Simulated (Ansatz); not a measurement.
System: C2H5Si, charge 0, doublet. C2H5Si (SMILES [H]/[C]=C\[SiH3], doublet).
B3LYP-D3(BJ)/def2-TZVP minimum from Ansatz (a first-principles code):
```
C
C 1 1.3030
H 2 1.0808 1 136.92
H 1 1.0912 2 120.21 3 -180.00
Si 1 1.8789 4 117.94 2 180.00
H 5 1.4796 1 108.96 4 180.00
H 5 1.4829 6 109.66 1 -120.70
H 5 1.4829 6 109.66 7 -118.61
```
Charge 0, spin multiplicity 2.

Total energies in hartree (Ansatz). Radicals and triplets start from unrestricted determinants; spin-orbit coupling is neglected. Cores are frozen in correlated methods. No relativity. For partners of very few electrons the exact lower level stands in for a higher one. The UHF reference of C2H5Si ([H]/[C]=C\[SiH3], doublet) is spin-contaminated (<S^2> up to 0.17 over the pure value in the sets run).

```tsv
species	HF/cc-pV(T+d)Z	CCSD(T)/cc-pV(T+d)Z	HF/cc-pV(Q+d)Z	CCSD(T)/cc-pV(Q+d)Z	CCSD(T)/cc-pV(D+d)Z	CCSDT(Q)/cc-pV(D+d)Z
1: C2H5Si (SMILES [H]/[C]=C\[SiH3], doublet)	-367.53702	-368.01570	-367.54570	-368.04896	-367.90214	-367.90471
2: Si (triplet)	-288.85649	-288.93344	-288.85845	-288.93781	-288.91643	-288.91690
3: C (triplet)	-37.69157	-37.78076	-37.69331	-37.78654	-37.76038	-37.76071
4: H (doublet)	-0.49981	-0.49981	-0.49995	-0.49995	-0.49928	-0.49928
```

Question: Work out the atomisation energy (electronic, to ground-state atoms) in kcal/mol: take Hartree-Fock from cc-pV(Q+d)Z, extrapolate the CCSD(T) correlation energy as X^-3 (X = 3, 4), and add CCSDT(Q) - CCSD(T) in cc-pV(D+d)Z. 1 hartree = 627.51 kcal/mol.

Answer: 
Species 1: correlation (64·(-0.50326) - 27·(-0.47868))/37 = -0.52120; step -0.00257; E1 = -367.54570 + (-0.52120) + (-0.00257) = -368.06947
Species 2: correlation (64·(-0.07936) - 27·(-0.07695))/37 = -0.08112; step -0.00047; E2 = -288.85845 + (-0.08112) + (-0.00047) = -288.94004
Species 3: correlation (64·(-0.09323) - 27·(-0.08919))/37 = -0.09618; step -0.00033; E3 = -37.69331 + (-0.09618) + (-0.00033) = -37.78982
Species 4: correlation (64·(0.00000) - 27·(0.00000))/37 = 0.00000; step +0.00000; E4 = -0.49995 + (0.00000) + (+0.00000) = -0.49995
-1·E1 +1·E2 +2·E3 +5·E4 = 1.05004 hartree = 658.9 kcal/mol.
